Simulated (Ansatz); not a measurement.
Relaxation of a periodic cell of 17 atoms, Ba16N (host Ba, host structure bcc, interstitial N), to a largest force component of 0.03 eV/Å in at most 60 steps.

Level of theory: DFT PBEsol, scalar-relativistic, plane waves, PAW (Ansatz). Settings: cutoff 420 eV, k mesh 2x2x2, gaussian smearing 0.05 eV, no spin polarisation.

```xyz
17
Lattice="10.0400 0.0000 0.0000 0.0000 10.0400 0.0000 0.0000 0.0000 10.0400" Properties=species:S:1:pos:R:3
Ba 0.000 0.000 0.000
Ba 5.020 0.000 0.000
Ba 0.000 5.020 0.000
Ba 0.000 0.000 5.020
Ba 2.510 2.510 2.510
Ba 5.020 5.020 0.000
Ba 5.020 0.000 5.020
Ba 7.530 2.510 2.510
Ba 0.000 5.020 5.020
Ba 2.510 7.530 2.510
Ba 2.510 2.510 7.530
Ba 5.020 5.020 5.020
Ba 7.530 7.530 2.510
Ba 7.530 2.510 7.530
Ba 2.510 7.530 7.530
Ba 7.530 7.530 7.530
N 1.252 2.431 -0.067
```

Q: Where does it end, and by what steps?

A: The forces met the threshold. The force dipped under the threshold on the way, but the program's further checks kept it going. Limits of this set-up: coarse k mesh, odd electron count without spin, a small cell, in which the defect meets its images, a typed lattice constant that wasn't relaxed here. After 4 steps the energy has fallen by 1.155 eV; Ba3 moved furthest, 0.32 Å.

```json
{"step": "0", "energy less start (eV)": "0.0000", "largest force component (eV/Å)": "1.287", "accepted": "yes"}
{"step": "1", "energy less start (eV)": "-0.9111", "largest force component (eV/Å)": "0.772", "accepted": "yes"}
{"step": "2", "energy less start (eV)": "-1.1081", "largest force component (eV/Å)": "0.407", "accepted": "yes"}
{"step": "3", "energy less start (eV)": "-1.1554", "largest force component (eV/Å)": "0.027", "accepted": "yes"}
{"step": "4", "energy less start (eV)": "-1.1554", "largest force component (eV/Å)": "0.027", "accepted": "yes"}
```

```xyz
17
Lattice="10.0400 0.0000 0.0000 0.0000 10.0400 0.0000 0.0000 0.0000 10.0400" Properties=species:S:1:pos:R:3
Ba 0.174 0.259 -0.002
Ba 5.032 -0.006 -0.004
Ba 0.172 4.749 -0.002
Ba -0.047 -0.050 5.015
Ba 2.338 2.508 2.240
Ba 5.036 5.019 -0.005
Ba 5.010 -0.009 5.017
Ba 7.514 2.505 2.510
Ba -0.049 5.060 5.015
Ba 2.558 7.524 2.551
Ba 2.336 2.508 7.790
Ba 5.012 5.020 5.016
Ba 7.538 7.526 2.510
Ba 7.517 2.505 7.525
Ba 2.557 7.524 7.481
Ba 7.539 7.526 7.521
N 1.255 2.504 -0.005
```

Whether the end is a true minimum wasn't checked by a vibrational analysis.

Run time: 26 s on 4 threads of Intel(R) Xeon(R) 6975P-C (Granite Rapids), on a shared host, peak memory 2.8 GiB.
